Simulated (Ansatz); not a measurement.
Ansatz (a first-principles code) input (CCSD(T)/aug-cc-pVDZ):

Ansatz 0.2 input:
```yaml
crystal:
  periodic: [false, false, false]
  atoms:
    - {symbol: O, position_ang: [-0.60707845, 1.10719948, -1.51867017]}
    - {symbol: Ge, position_ang: [0.23635642, 0.12306161, -0.06807321]}
    - {symbol: O, position_ang: [-0.99379514, 0.79279427, 1.14624438]}
    - {symbol: O, position_ang: [-0.35202903, -1.49351267, -0.75863243]}
    - {symbol: O, position_ang: [1.20793414, -0.79435724, 1.34561722]}
    - {symbol: H, position_ang: [-1.17447256, 1.73520756, -1.05353340]}
    - {symbol: H, position_ang: [-0.74025138, 0.36567832, 1.97305677]}
    - {symbol: H, position_ang: [-0.91128034, -1.22556678, -1.49739774]}
    - {symbol: H, position_ang: [1.22234668, -1.71028137, 1.03974514]}
basis:
  gaussian:
    orbitals: aug-cc-pVDZ
total_charge: -1
magnetization: {spin_polarized: true, initial_magnetization: 1}
correlation: {method: ccsd_t, electrons: outside_noble_gas}
output: {forces: true}
```

Output:

```
Functional definition: HF
integrals: 0.92 GiB planned
1618 factors; integrals over basis functions are off by at most 7.8e-4 eV
mean field: 1.20 GiB planned
mean field evaluation 1: about -64683.6884 eV, gradient 3.2e1 eV
mean field evaluation 2: about -64683.6908 eV, gradient 3.2e1 eV
mean field evaluation 4: about -64688.2232 eV, gradient 3.1e0 eV
mean field evaluation 8: about -64688.3594 eV, gradient 2.4e-1 eV
mean field evaluation 16: about -64688.3358 eV, gradient 9.6e-1 eV
mean field evaluation 32: about -64685.0516 eV, gradient 8.4e-2 eV
mean field evaluation 64: about -64684.8645 eV, gradient 1.3e-2 eV
mean field -64688.36071086 eV, -2377.2534087782 hartree, gradient 2.3e-6 eV, S^2 0.760124; 1 other end points of the search recorded, 0 dependent functions left out
determinant -64688.36071086 eV, -2377.2534087782 hartree, with singles and doubles -64714.49480856 eV, -2378.2138191547 hartree
determinant -64685.05449845 eV, -2377.1319077133 hartree, with singles and doubles -64711.39384689 eV, -2378.0998609150 hartree
18 core orbitals not correlated
reference -64688.36071086 eV, -2377.2534087782 hartree; 17, 16 occupied and 129, 130 virtual orbitals, 1618 factors
densities: 6.76 GiB planned
second order -25.82305837 eV of doubles, -0.00000000 eV of singles
coupled cluster: 3.89 GiB planned
cycle   1  -26.09752112 eV  change   -6.8e-1 eV  update   3.8e-2
cycle   2  -26.15058250 eV  change   -5.3e-2 eV  update   1.0e-2
cycle   3  -26.15238376 eV  change   -1.8e-3 eV  update   7.4e-3
cycle   4  -26.15523746 eV  change   -2.9e-3 eV  update   3.0e-3
cycle   5  -26.15641734 eV  change   -1.2e-3 eV  update   1.6e-3
cycle   6  -26.15652622 eV  change   -1.1e-4 eV  update   7.0e-4
cycle   7  -26.15673089 eV  change   -2.0e-4 eV  update   3.1e-4
cycle   8  -26.15675959 eV  change   -2.9e-5 eV  update   1.3e-4
cycle   9  -26.15673822 eV  change    2.1e-5 eV  update   6.1e-5
cycle  10  -26.15673880 eV  change   -5.8e-7 eV  update   2.4e-5
cycle  11  -26.15673935 eV  change   -5.5e-7 eV  update   1.2e-5
cycle  12  -26.15674022 eV  change   -8.7e-7 eV  update   5.8e-6
cycle  13  -26.15674119 eV  change   -9.7e-7 eV  update   2.7e-6
perturbative correction -0.87380538 eV, -0.0321117556 hartree
the calculation of the forces begins
Total energy: -64715.39125743 eV, -2378.2467630430 hartree
Atom 0 at    -0.607078     1.107199    -1.518670 Å, force     0.166662    -0.160811    -0.098541 eV/Å
Atom 1 at     0.236356     0.123062    -0.068073 Å, force     0.125029     0.065098    -0.036009 eV/Å
Atom 2 at    -0.993795     0.792794     1.146244 Å, force    -0.133288     0.221035    -0.084198 eV/Å
Atom 3 at    -0.352029    -1.493513    -0.758632 Å, force     0.142219    -0.216386     0.081626 eV/Å
Atom 4 at     1.207934    -0.794357     1.345617 Å, force    -0.002243     0.246417     0.051186 eV/Å
Atom 5 at    -1.174473     1.735208    -1.053533 Å, force    -0.196041     0.204477     0.091589 eV/Å
Atom 6 at    -0.740251     0.365678     1.973057 Å, force     0.035078    -0.091808     0.254604 eV/Å
Atom 7 at    -0.911280    -1.225567    -1.497398 Å, force    -0.162182     0.025630    -0.217996 eV/Å
Atom 8 at     1.222347    -1.710281     1.039745 Å, force     0.024766    -0.293653    -0.042260 eV/Å
Dipole moment:    -0.101226    -0.052704     0.029154 e Å
```
